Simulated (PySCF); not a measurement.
Sn(vinyl)2Br2, C4H6Br2Sn.
Cartesian coordinates in Å at the PBE0-D3(BJ)/def2-SVP level; atoms count from 1:
```xyz
13
C4H6Br2Sn angstrom
Sn    -0.405   -0.347   -0.410
C     -0.848   -0.598    1.650
C     -1.686    0.211    2.300
H     -0.393   -1.458    2.155
H     -2.162    1.070    1.815
H     -1.934    0.043    3.355
C      1.579   -0.338   -1.158
C      2.087    0.716   -1.798
H      2.162   -1.259   -1.038
H      1.512    1.636   -1.950
H      3.103    0.697   -2.208
Br    -1.434    1.818   -1.130
Br    -1.548   -2.244   -1.560
```

Method: PBE0-D3(BJ)/def2-SVP geometry optimisation, gas phase, def2 core potentials past Kr in PySCF.

Masses are those of the commonest isotopes; rigid-rotor values at the optimised geometry. The values belong to one conformer.

Question: Give the principal moments of inertia and the rotational constants in MHz.

Answer: Ia = 602.35, Ib = 968.24, Ic = 1009.18 u·Å²; 505379 MHz·u·Å²/I gives A = 839.0, B = 522.0, C = 500.8 MHz.

Question: What kind of rotor is it?

Answer: An asymmetric top: κ = (2 × 522.0 − 839.0 − 500.8)/(839.0 − 500.8) = -0.87.

Question: Is it planar, by Δ = Ic − Ia − Ib?

Answer: Not planar: Δ = Ic − Ia − Ib = -561.41 u·Å². For a rigid frame Δ = −2 Σ m c², so Σ m c² = 280.71 u·Å² lies off the ab plane: 17.77 from hydrogen and 262.94 from heavier atoms. The atom farthest from that plane is 2.51 Å away.

Question: Where do the levels up to J = 4 lie, in K?

Answer: Above 0(0,0), as E/k:
J = 1: 1(0,1) 0.049, 1(1,1) 0.064, 1(1,0) 0.065
J = 2: 2(0,2) 0.147, 2(1,2) 0.161, 2(1,1) 0.164, 2(2,1) 0.210, 2(2,0) 0.210
J = 3: 3(0,3) 0.294, 3(1,3) 0.307, 3(1,2) 0.313, 3(2,2) 0.357, 3(2,1) 0.358, 3(3,1) 0.436, 3(3,0) 0.436
J = 4: 4(0,4) 0.490, 4(1,4) 0.501, 4(1,3) 0.512, 4(2,3) 0.554, 4(2,2) 0.554, 4(3,2) 0.632, 4(3,1) 0.632, 4(4,1) 0.742, 4(4,0) 0.742
Those of J = 1 are B + C, A + C and A + B.

Question: Which lines would a microwave search look for?

Answer: The dipole components are |μa| = 0.66 D, |μb| = 0.20 D, |μc| = 3.20 D. The squared components, which scale the intensities, stand as 0.04 : 0.00 : 1.00 (a : b : c). Some lines, for components of 0.1 D or more:

| type | branch | J(Ka,Kc) | MHz | lower level (cm⁻¹) |
| --- | --- | --- | --- | --- |
| c | Q | 1(1,1) ← 1(0,1) | 317 | 0.034 |
| b | Q | 1(1,0) ← 1(0,1) | 338 | 0.034 |
| b | Q | 2(1,1) ← 2(0,2) | 360 | 0.102 |
| c | Q | 2(2,1) ← 2(1,1) | 951 | 0.114 |
| b | Q | 2(2,0) ← 2(1,1) | 952 | 0.114 |
| b | Q | 2(2,1) ← 2(1,2) | 1015 | 0.112 |
| a | R | 1(0,1) ← 0(0,0) | 1023 | 0.000 |
| b | R | 1(1,1) ← 0(0,0) | 1340 | 0.000 |
| c | R | 1(1,0) ← 0(0,0) | 1361 | 0.000 |
| b | R | 2(0,2) ← 1(1,1) | 1727 | 0.045 |
| a | R | 2(1,2) ← 1(1,1) | 2024 | 0.045 |
| a | R | 2(0,2) ← 1(0,1) | 2044 | 0.034 |
| a | R | 2(1,1) ← 1(1,0) | 2067 | 0.045 |
| b | R | 2(1,2) ← 1(0,1) | 2341 | 0.034 |
| c | R | 2(1,1) ← 1(0,1) | 2405 | 0.034 |
| b | R | 2(2,1) ← 1(1,0) | 3018 | 0.045 |
| c | R | 2(2,0) ← 1(1,0) | 3019 | 0.045 |
| c | R | 2(2,1) ← 1(1,1) | 3039 | 0.045 |
| b | R | 2(2,0) ← 1(1,1) | 3040 | 0.045 |

Whether it is a minimum is left open (no frequencies). These are rigid-rotor constants of the computed structure; measured ground-state constants (B0) also hold zero-point vibration. Quadrupole hyperfine structure (79Br) is left out.
